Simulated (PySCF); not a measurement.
TeF₂, SMILES F[Te]F. Atoms are numbered in the order given.

```xyz
3

Te     0.0000     0.0000     0.3310
F      0.0000    -1.4075    -0.9562
F      0.0000     1.4075    -0.9562
```

Coordinates come from a B3LYP-D3(BJ)/def2-TZVP optimisation. The def2 effective core potentials stand for the cores of Te; spin–orbit coupling is left out.

Method: B3LYP-D3(BJ)/def2-TZVP (PySCF).

Frequencies are harmonic and unscaled.

| mode | ν (cm⁻¹) | IR (km/mol) | Raman (Å⁴/amu) | depolarisation | moving atoms (share of kinetic energy) |
|---|---|---|---|---|---|
| 1 | 203 | 5.6 | 1.4 | 0.72 | F 90 %, Te 10 % |
| 2 | 615 | 89.6 | 6.8 | 0.75 | F 86 %, Te 14 % |
| 3 | 633 | 58.1 | 10.1 | 0.17 | F 87 %, Te 13 % |
